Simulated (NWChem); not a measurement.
System: C$_{5}$H$_{4}$O; SMILES C1=CC(=O)C=C1

```xyz
10

O      0.0000     0.0000    -2.0266
C      0.0000     0.0000    -0.8219
C      0.0000     1.2024     0.0852
C      0.0000     0.7479     1.3464
C      0.0000    -0.7479     1.3464
C      0.0000    -1.2024     0.0852
H      0.0000     2.2302    -0.2745
H      0.0000     1.3491     2.2571
H      0.0000    -1.3491     2.2571
H      0.0000    -2.2302    -0.2745
```
Atoms are numbered in this order, from 1.

Program: NWChem. Medium grid unless said otherwise, to which SCAN and Minnesota functionals are sensitive. Geometry: optimised at PBE0/def2-SVP.

Question: Order these by “highest occupied level (eV)”, lowest first: PBE/def2-TZVP; M06-2X/def2-TZVP; Hartree-Fock/def2-TZVP; B3LYP/def2-TZVP.

Answer: Hartree-Fock/def2-TZVP (-9.35), M06-2X/def2-TZVP (-8.35), B3LYP/def2-TZVP (-6.95), PBE/def2-TZVP (-6.01)
